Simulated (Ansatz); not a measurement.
```yaml
crystal:
  periodic: [false, false, false]
  atoms:
    - {symbol: O, position_ang: [-1.007489, 1.566568, -1.515992]}
    - {symbol: Si, position_ang: [0.316807, 1.346055, -0.572111]}
    - {symbol: S, position_ang: [1.216026, -0.572584, -0.805665]}
    - {symbol: Ge, position_ang: [0.171638, -1.611305, 0.864266]}
    - {symbol: H, position_ang: [-1.700314, 0.905264, -1.480508]}
    - {symbol: H, position_ang: [-0.024658, 1.507739, 0.867416]}
    - {symbol: H, position_ang: [1.287696, 2.366450, -1.017430]}
    - {symbol: H, position_ang: [0.711559, -1.117370, 2.213343]}
    - {symbol: H, position_ang: [0.451594, -3.106599, 0.672795]}
    - {symbol: H, position_ang: [-1.339858, -1.335316, 0.776684]}
basis:
  gaussian: {orbitals: cc-pVTZ-DK}
total_charge: -1
magnetization: {spin_polarized: true, initial_magnetization: 9}
hamiltonian: {xc: {name: r2SCAN50}}
accuracy: high
output: {forces: true}
```

```sh
$ ansatz run in.yaml --threads 4 --pin off --events-out ev --progress --plain --max-ram 10444MiB
```

Output, abridged:

```
Functional definition: r2SCAN50
3909 factors; integrals over basis functions are off by at most 4.4e-9 eV
mean field evaluation 1: about -77974.2569 eV, gradient 3.3e1 eV
mean field evaluation 2: about -77924.5276 eV, gradient 8.8e1 eV
mean field evaluation 4: about -77984.5299 eV, gradient 8.3e0 eV
mean field evaluation 8: about -77985.4974 eV, gradient 9.8e-1 eV
mean field evaluation 16: about -77986.1995 eV, gradient 2.3e-1 eV
mean field evaluation 32: about -77986.2162 eV, gradient 2.5e-2 eV
mean field evaluation 64: about -77986.2165 eV, gradient 1.1e-4 eV
mean field evaluation 96: about -77986.2165 eV, gradient 2.1e-7 eV
mean field -77986.21647548 eV, -2865.9405945177 hartree, gradient 8.8e-8 eV, S^2 24.776240; 6 other end points of the search recorded, 0 dependent functions left out
reference -77986.21647747 eV, -2865.9405945910 hartree; 43, 34 occupied and 182, 191 virtual orbitals, 3909 factors
Total energy: -77986.21647747 eV, -2865.9405945910 hartree
Relativity: scalar
Atom 0 at    -1.007489     1.566568    -1.515992 Å, force    -1.320806     4.355150    -2.410665 eV/Å
Atom 1 at     0.316807     1.346055    -0.572111 Å, force     2.557657     3.051690     3.094400 eV/Å
Atom 2 at     1.216026    -0.572584    -0.805665 Å, force     4.504038    -2.529811    -4.034656 eV/Å
Atom 3 at     0.171638    -1.611305     0.864266 Å, force    -4.275294     3.225598     2.579365 eV/Å
Atom 4 at    -1.700314     0.905264    -1.480508 Å, force    -2.933686    -3.326319    -0.124795 eV/Å
Atom 5 at    -0.024658     1.507739     0.867416 Å, force    -0.371938     0.737287     0.285775 eV/Å
Atom 6 at     1.287696     2.366450    -1.017430 Å, force     0.027033     0.807610    -0.373092 eV/Å
Atom 7 at     0.711559    -1.117370     2.213343 Å, force     1.656672     1.116796     2.445602 eV/Å
Atom 8 at     0.451594    -3.106599     0.672795 Å, force     0.631956    -6.778173    -0.802765 eV/Å
Atom 9 at    -1.339858    -1.335316     0.776684 Å, force    -0.475632    -0.659828    -0.659169 eV/Å
Dipole moment:     0.568634    -0.188404    -0.301064 e Å
```

In this input the spin is set far too high for this molecule. The calculation finished and met its thresholds. The result belongs to that input, not to the molecule as meant.
